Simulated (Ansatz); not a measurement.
```xyz
8

F     0.497    2.080    0.589
Si   -0.305    0.951   -0.198
Br   -0.448    1.684   -2.266
B    -0.916   -0.697    0.461
C     0.566   -0.779    0.351
H    -1.759   -1.491    0.211
H     1.265   -0.077    0.825
H     1.099   -1.671    0.027
```

The species carries charge 0 and has multiplicity 1.

(1) List the r2SCAN/def2-TZVPP orbital energies in eV (Ansatz 0.2.0). (Best estimate.)

## Answers

(1) Computed: Occupied: -13122.44, -1793.32, -1695.67, -1526.42, -1526.37, -1526.36, -666.85, -273.54, -235.32, -180.60, -175.54, -175.35, -175.34, -143.56, -98.48, -98.44, -98.34, -69.38, -69.33, -69.32, -69.18, -69.18, -31.98, -20.74, -19.30, -14.28, -13.16, -12.28, -11.72, -11.25, -10.58, -9.74, -8.47, -8.31, -7.61, -6.47. Lowest empty: -2.40, -1.34, -0.36, 1.09, 1.42, 2.12, 2.26, 3.14.
